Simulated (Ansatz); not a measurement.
Al6P6H18, a cluster cut from wurtzite AlP (hydrogen-capped). Charge 0, multiplicity 3. Geometry PBE-D4/def2-SVP, that of the neutral singlet; atoms count from 1.

```xyz
30

P     1.9372   -2.0113    0.3793
Al    2.2367    0.1596    1.4394
Al    1.9297    0.6825   -2.4507
P     1.7548    1.7272   -0.2597
P     0.2244    0.0946    2.8081
Al   -0.0893    3.1655    0.4130
Al    0.0102   -2.4530   -1.0414
P    -0.1755   -0.5377   -2.4103
P    -1.6907   -2.1520    0.6741
Al   -1.9812   -0.0040    1.7823
Al   -2.3469    0.5171   -2.1026
P    -1.9021    1.5859    0.0380
H     3.1128   -2.2949   -0.3788
H     2.0485   -3.0433    1.3660
H     3.5640    0.2182    2.3236
H     3.1004   -0.4255   -2.3353
H     1.9273    1.7856   -3.6109
H     2.9219    2.5545   -0.1548
H     0.3442   -0.9484    3.7823
H     0.2534    1.2238    3.6805
H     0.0348    3.3447    2.0143
H    -0.2171    4.4250   -0.5668
H     0.0207   -3.9388   -1.6238
H    -0.2543   -1.1743   -3.6933
H    -1.5613   -3.1846    1.6579
H    -2.9479   -2.5294    0.1135
H    -3.1481   -0.0419    2.8703
H    -2.6157    1.6097   -3.2414
H    -3.3947   -0.6773   -1.8080
H    -3.0964    2.3225    0.3352
```

Single mean-field runs in def2-TZVP are fitted with def2-universal-jkfit. At PBE0-D4/def2-TZVP a singlet of charge 0 lies 4.73 eV below the triplet at the same geometry.

Q: Estimate the Mulliken populations of the heavy atoms from the PBE0/def2-TZVP orbitals of Ansatz.

A: 
| atom | charge (e) | spin (α − β) |
| --- | --- | --- |
| P1 | -0.24 | 0.02 |
| Al2 | 0.28 | 0.12 |
| Al3 | 0.27 | 0.03 |
| P4 | -0.32 | 0.19 |
| P5 | -0.24 | 0.02 |
| Al6 | 0.27 | 0.03 |
| Al7 | 0.27 | 0.10 |
| P8 | -0.30 | 0.30 |
| P9 | -0.25 | 0.03 |
| Al10 | 0.27 | 0.10 |
| Al11 | 0.27 | 0.01 |
| P12 | -0.30 | 0.28 |
Mulliken values depend strongly on the basis.

Q: Where does the spin sit?

A: Summed by element: P 0.83, Al 0.39, H 0.78, of 2 unpaired in all. Largest on single atoms: P8 0.30, P12 0.28, P4 0.19.

Q: And the Mayer bond orders between heavy atoms (over 0.3)?

A: P1–Al2 0.75 (2.43 Å); P1–Al7 0.74 (2.43 Å); Al2–P4 0.86 (2.36 Å); Al2–P5 0.75 (2.43 Å); Al3–P4 0.73 (2.43 Å); Al3–P8 0.63 (2.43 Å); P4–Al6 0.73 (2.43 Å); P5–Al10 0.74 (2.43 Å); Al6–P12 0.63 (2.43 Å); Al7–P8 0.89 (2.36 Å); Al7–P9 0.75 (2.43 Å); P8–Al11 0.72 (2.43 Å); P9–Al10 0.74 (2.43 Å); Al10–P12 0.89 (2.36 Å); Al11–P12 0.72 (2.43 Å).
